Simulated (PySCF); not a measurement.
# As: excitation energy

As [Ar] 3d10 4s2 4p3 (4S) → As [Ar] 3d10 4s1 4p3 5s1 (6S), as a difference of total energies. Calculation: PySCF 2.14, in aug-cc-pwCVDZ-PP with ECP10MDF (6s5p4d1f, 48 functions); scalar relativity through the core potential. Correlated levels: valence: 3s2 3p6 3d10 frozen. The calculations carry no spin-orbit coupling.

```tsv
method	excitation energy (cm⁻¹)
UHF	89972
MP2 (valence)	98174
SCS-MP2 (valence)	101140
CCSD (valence)	99742
CCSD(T) (valence)	99985
```

The upper state lies above the first ionisation limit, but in LS coupling its spin forbids autoionisation to the ground ion. A Rydberg-like electron needs more diffuse functions than a valence basis has.

The promoted electron is Rydberg-like, and one or two diffuse shells describe it only roughly, which tends to raise the upper state.
